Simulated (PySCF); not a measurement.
Sb²⁺: ionisation energy

Sb²⁺ [Kr] 4d10 5s2 5p1 (2P) → Sb³⁺ [Kr] 4d10 5s2 (1S), as a difference of total energies. Calculation: PySCF 2.14, in ANO-RCC-VTZP (7s6p4d2f1g, 68 functions); scalar relativity by spin-free X2C-1e. Correlated levels: valence and next inner shell: [Ar] 3d10 frozen. The calculations carry no spin-orbit coupling.

```tsv
method	ionisation energy (eV)	plus first-order spin-orbit estimate	error of that sum (eV)
UHF	24.162	24.652	-0.671
MP2 (valence and next inner shell)	24.585	25.076	-0.247
SCS-MP2 (valence and next inner shell)	24.513	25.004	-0.319
CCSD (valence and next inner shell)	24.611	25.102	-0.221
CCSD(T) (valence and next inner shell)	24.629	25.119	-0.204
```

Reference: 25.323 eV (measured; NIST Atomic Spectra Database, ionization energies).

A first-order spin-orbit estimate (lowest level to lowest level, LS coupling) adds 0.490 eV.

Errors of the correlated levels include the incompleteness of this basis and the frozen core.
